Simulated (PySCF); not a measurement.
# F³⁺: interval between two levels

F³⁺ [He] 2s2 2p2 [3P2, M_J = 2] → F³⁺ [He] 2s1 2p3 [5S2, M_J = 2], as a difference of total energies. Computed with PySCF 2.14 in x2c-TZVPall-2c with one added diffuse shell each of s, p, d type (6s4p3d1f, 40 functions), with the two-component X2C-1e Hamiltonian. Correlated levels: 1s2 frozen. "Screened" scales the spin-orbit matrix elements by Boettger's factors to mimic the two-electron term; Breit and QED terms are absent.

```json
{"method": "GHF (spin-free)", "interval between two levels (cm⁻¹)": "57097"}
{"method": "GMP2 (spin-free)", "interval between two levels (cm⁻¹)": "68674"}
{"method": "GHF (screened spin-orbit)", "interval between two levels (cm⁻¹)": "56851"}
{"method": "GMP2 (screened spin-orbit)", "interval between two levels (cm⁻¹)": "68432"}
```

The labels give the starting determinants; with spin-orbit coupling the two ends relaxed to ⟨J²⟩ = 6.00, ⟨L²⟩ = 2.00, ⟨S²⟩ = 2.00 and ⟨J²⟩ = 6.00, ⟨L²⟩ = 0.00, ⟨S²⟩ = 6.00.
